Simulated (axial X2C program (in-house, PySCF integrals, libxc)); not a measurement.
## Spectroscopic constants of PbS⁺

Calculated with an in-house relativistic program for diatomic molecules. Spin-free means the one-electron spin-free X2C Hamiltonian. Basis: Pb dyall-cv3z [12s14p10d7f1g], S dyall-av3z [9s8p3d2f] (cores contracted in-house); Gaussian nuclei, density fitting, unrestricted open shells. Masses: Pb 207.977 u, S 31.972 u.

Input file and command:
```json
{
 "zs": [
  82,
  16
 ],
 "q": 1,
 "bas": [
  "dyall-cv3z",
  "dyall-av3z"
 ],
 "levels": [
  "PBE0",
  "HF",
  "BHandHLYP"
 ],
 "cc": true,
 "r0": 2.29,
 "thr": -1.0,
 "nmax": 90,
 "npts": 10,
 "nst": 2,
 "ntry": 6
}
```
```bash
python so2c.py task.json out
```

Keys: zs atomic numbers; q charge; bas basis sets; levels methods; cc coupled cluster on or off; r0 starting distance in Å; thr threshold in hartree for freezing inner shells (an s shell follows its p shell); nmax most natural virtual spinors; npts points on the curve; nst determinants followed; ntry starts of the search. HF also brings MP2.

State, spin-free: M_S = 1/2, Λ = 1 (beyond evenly filled blocks: π+α, π+β, π-α); electrons by block: σα: 19, σβ: 19, π+α: 10, π+β: 10, π-α: 10, π-β: 9, δ+α: 4, δ+β: 4, δ-α: 4, δ-β: 4, φ+α: 1, φ+β: 1, φ-α: 1, φ-β: 1. Fragments: Pb+ + S.

```tsv
Hamiltonian	level	Re (Å)	ωe (cm⁻¹)	αe (cm⁻¹)	De (eV)	D0 (eV)	k (mdyn/Å)	μ (D)
spin-free	PBE0	2.452	354.7	0.000363	2.84	2.82	2.05	-1.07
spin-free	HF	2.453	362.7	0.000346	1.28	1.26	2.15	-1.70
spin-free	MP2	2.469	353.5	n/a	2.61	2.58	2.04	n/a
spin-free	CCSD	2.471	351.6	0.000356	2.47	2.45	2.02	n/a
spin-free	CCSD(T)	2.481	345.0	0.00036	2.62	2.60	1.94	n/a
spin-free	BHandHLYP	2.450	359.1	0.000354	2.52	2.50	2.11	-1.31
```

Correlated methods: 9 electrons correlated (number of frozen shells: Pb 5 s, 4 p, 3 d, 1 f; S 2 s, 1 p), 263 virtual spin orbitals or spinors in MP2, 90 natural virtuals in coupled cluster.

Dipoles are positive if S is the positive end and refer to the centre of mass.

The state is a single determinant with fixed occupations, the lowest that a limited PBE0 search found. De is counted from the lowest determinant-based energies of the atoms at the same level, without counterpoise correction. CCSD and (T) use frozen natural virtuals with an MP2 correction for the truncation; (T) itself is uncorrected, so its De runs slightly low. Without a current term, density functionals place determinants with orbital angular momentum somewhat too high. With the outer-core shells frozen, correlated bond lengths of heavy atoms tend to come out a few hundredths of an ångström too long. Spin-free De lacks the spin–orbit lowering of the heavy p-block atom, a tenth of an eV or more for 4p and 5p, up to an eV for 6p and one to two eV for 7p atoms, less what an open-shell molecule gains itself.

No reliable constants came from BHandHLYP (2c), CCSD (2c), CCSD(T) (2c), HF (2c), MP2 (2c), PBE0 (2c): no minimum in range, unconverged points, a curve that is not smooth, a change of character along it, or the two Hamiltonians disagreeing along it.

The whole task took 3.3 min on 1 thread of Arm Neoverse V2, with other jobs on the host.
